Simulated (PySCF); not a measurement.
1,4-dibromobenzene, C6H4Br2.
Bonds: Br1–C2, C2–C3 (aromatic), C3–C4 (aromatic), C4–C5 (aromatic), C5–Br6, C5–C7 (aromatic), C7–C8 (aromatic), C2–C8 (aromatic). Hydrogens: H9 on C3; H10 on C4; H11 on C7; H12 on C8.

Computed by this run: PBE0-D3(BJ)/def2-SVP geometry optimisation, gas phase in PySCF 2.14.0; density fitting, grid level 2; the optimiser is geomeTRIC in internal coordinates, started from a GFN2-xTB structure.

Step 0: E = -146335.0357 eV
```
atom  x, y, z in Å  |  force x, y, z in eV/Å
Br1    -3.2736    0.0247    0.0463    0.306  -0.004  -0.004
C2     -1.3709    0.0100    0.0184   -0.751   0.008   0.011
C3     -0.6994   -1.2017    0.0512   -0.101   0.068   0.001
C4      0.6833   -1.2117    0.0307    0.092   0.062  -0.006
C5      1.3715   -0.0101   -0.0230    0.738  -0.010  -0.010
Br6     3.2733   -0.0252   -0.0527   -0.290   0.005   0.005
C7      0.6998    1.2014   -0.0555    0.094  -0.064   0.001
C8     -0.6828    1.2116   -0.0343   -0.098  -0.065   0.003
H9     -1.2497   -2.1288    0.0925   -0.235  -0.389   0.017
H10     1.2205   -2.1469    0.0560    0.234  -0.395   0.010
H11     1.2492    2.1288   -0.0969    0.242   0.392  -0.018
H12    -1.2199    2.1470   -0.0588   -0.233   0.392  -0.011
```

Problem. Estimate the geometry and energy of step 1. (The exact step hangs on the optimiser's Hessian estimate; all steps are aligned on step 0, rigid shifts and turns removed.)

Solution. E = -146335.0640 eV, largest force 0.112 eV/Å
```
atom  x, y, z in Å  |  force x, y, z in eV/Å
Br1    -3.2659    0.0242    0.0476   -0.106   0.001   0.001
C2     -1.3868    0.0104    0.0188    0.112  -0.002  -0.002
C3     -0.7041   -1.2048    0.0513   -0.058  -0.043   0.002
C4      0.6874   -1.2153    0.0302    0.058  -0.045   0.001
C5      1.3870   -0.0105   -0.0232   -0.104   0.003   0.002
Br6     3.2665   -0.0242   -0.0510    0.096  -0.002  -0.002
C7      0.7042    1.2047   -0.0558    0.060   0.044  -0.003
C8     -0.6873    1.2152   -0.0348   -0.058   0.044  -0.001
H9     -1.2593   -2.1445    0.0932    0.020   0.029  -0.001
H10     1.2295   -2.1632    0.0555   -0.019   0.029  -0.001
H11     1.2594    2.1444   -0.0977   -0.020  -0.029   0.001
H12    -1.2293    2.1631   -0.0600    0.019  -0.029   0.001
```

The energy changes by -0.0283 eV. The first-order estimate −F·Δx gives -0.0626 eV and the mean of the old and new forces, exact on a quadratic surface, -0.0284 eV. The step makes an angle of 23° with the force vector and moves no atom by more than 0.019 Å.

The cost below is that of the whole optimisation. The run took 65 s wall on one thread, Arm Neoverse V1 (aarch64), shared host with 32 logical CPUs at a one-minute load of 25, and the process peaked at 0.91 GiB of memory.
